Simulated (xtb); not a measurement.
HI, singlet, geometry from GFN2-xTB of the parent state; GFN0-xTB (xtb 6.7.1).

Input for xtb:
```
$ xtb mol.xyz --gfn 0 --chrg 0 --uhf 0 --json

# file mol.xyz
2

I     -0.00000000    -0.00000000    -0.03003641
H      0.00000000     0.00000000     1.59192986
```

Q: What does xtb print? Leave out banner, timings and long lists.

A: 
```
   ID    Z sym.   atoms
    1   53 I      1
    2    1 H      2

           -------------------------------------------------
          |                Calculation Setup                |
           -------------------------------------------------

           -------------------------------------------------
          |                 G F N 0 - x T B                 |
           -------------------------------------------------

          ...................................................
          :                      SETUP                      :
          :.................................................:
          :  # basis functions                  12          :
          :  # atomic orbitals                  11          :
          :  # shells                            5          :
          :  # electrons                         8          :
          :  electronic temp.          300.0000000     K    :
          :  accuracy                    1.0000000          :
          :  -> integral cutoff          0.2500000E+02      :
          :  -> integral neglect         0.1000000E-07      :
          ...................................................

         :::::::::::::::::::::::::::::::::::::::::::::::::::::
         ::                     SUMMARY                     ::
         :::::::::::::::::::::::::::::::::::::::::::::::::::::
         :: total energy              -4.069751981540 Eh    ::
         :: gradient norm              0.014385580524 Eh/a0 ::
         :: HOMO-LUMO gap              5.086727247654 eV    ::
         ::.................................................::
         :: H0 energy                 -4.066832262780 Eh    ::
         :: repulsion energy           0.009611008091 Eh    ::
         :: electrostat energy        -0.012449084582 Eh    ::
         :: -> Gsolv                   0.000000000000 Eh    ::
         ::    -> Gsasa                0.000000000000 Eh    ::
         ::    -> Gshift               0.000000000000 Eh    ::
         :: dispersion energy         -0.000081642270 Eh    ::
         :: short-range corr.          0.000000000000 Eh    ::
         :: add. restraining           0.000000000000 Eh    ::
         :: total charge               0.000000000000 e     ::
         :::::::::::::::::::::::::::::::::::::::::::::::::::::

           -------------------------------------------------
          |                Property Printout                |
           -------------------------------------------------

    * Orbital Energies and Occupations

         #    Occupation            Energy/Eh            Energy/eV
      -------------------------------------------------------------
         1        2.0000           -0.6607808             -17.9808
         2        2.0000           -0.5171241             -14.0717
         3        2.0000           -0.4277556             -11.6398
         4        2.0000           -0.4277556             -11.6398 (HOMO)
         5                         -0.2408218              -6.5531 (LUMO)
         6                         -0.0862555              -2.3471
         7                         -0.0504726              -1.3734
         8                         -0.0504726              -1.3734
         9                         -0.0504726              -1.3734
        10                         -0.0504726              -1.3734
        11                          0.8782460              23.8983
      -------------------------------------------------------------
                  HL-Gap            0.1869338 Eh            5.0867 eV
             Fermi-level            0.0000000 Eh            0.0000 eV

     #   Z          covCN         q      C6AA      α(0)
     1  53 I        0.912    -0.151   381.548    33.741
     2   1 H        0.912     0.151     1.388     1.843

 Mol. C6AA /au·bohr⁶  :        428.798783
 Mol. C8AA /au·bohr⁸  :      36589.996634
 Mol. α(0) /au        :         35.583729

Wiberg/Mayer (AO) data.
largest (>0.10) Wiberg bond orders for each atom

 ---------------------------------------------------------------------------
     #   Z sym  total        # sym  WBO       # sym  WBO       # sym  WBO
 ---------------------------------------------------------------------------
     1  53 I    0.985 --     2 H    0.985
     2   1 H    0.985 --     1 I    0.985
 ---------------------------------------------------------------------------

Topologies differ in total number of bonds
Writing topology from bond orders to xtbtopo.mol

 dipole moment from electron density (au)
     X       Y       Z
  -0.0000  -0.0000   0.3591  total (Debye):    0.913

           -------------------------------------------------
          | TOTAL ENERGY               -4.069751981540 Eh   |
          | GRADIENT NORM               0.014385580524 Eh/α |
          | HOMO-LUMO GAP               5.086727247654 eV   |
           -------------------------------------------------

normal termination of xtb
```
